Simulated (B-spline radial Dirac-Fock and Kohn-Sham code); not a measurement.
# Binding energies of Re⁵⁷⁺ at several levels of theory

System: rhenium as Re⁵⁷⁺, [Ne] 3s2 3p6.

The density-functional columns are spherical, spin-unpolarised Dirac-Kohn-Sham results without Breit or QED terms: −ε is minus the orbital energy of the initial state and ΔSCF the difference of two total energies. The reference in the last column comes from Dirac-Fock (average of configuration) total-energy differences with a finite nucleus, the Breit interaction including its frequency dependence, and self-energy and vacuum-polarisation corrections. All numbers are from a B-spline atomic structure program, in eV; a selection of levels is shown. For the 1s level of heavy atoms much of the gap between ΔSCF and the reference is the Breit and QED part, -368.5 eV here; for other levels the error of the functional can be larger.

| level | LDA −ε | LDA ΔSCF | Dirac-Fock |
| --- | --- | --- | --- |
| K (1s) | 75693.2 | 76311.9 | 75955.7 |
| L1 (2s) | 16494.9 | 16645.2 | 16681.2 |
| L2 (2p1/2) | 16006.6 | 16189.6 | 16143.6 |
| L3 (2p3/2) | 14545.5 | 14707.9 | 14693.9 |
| M1 (3s) | 6426.6 | 6489.5 | 6511.3 |
| M2 (3p1/2) | 6241.3 | 6308.4 | 6291.5 |
| M3 (3p3/2) | 5864.6 | 5927.4 | 5919.0 |

For the outermost level NIST gives 5919 ± 6 eV (theoretical); the differences from it are LDA −ε -54.38, LDA ΔSCF +8.39, Dirac-Fock +0.02 eV.

Values without a named source are computed, but for edge energies of neutral atoms, which are taken from tables.
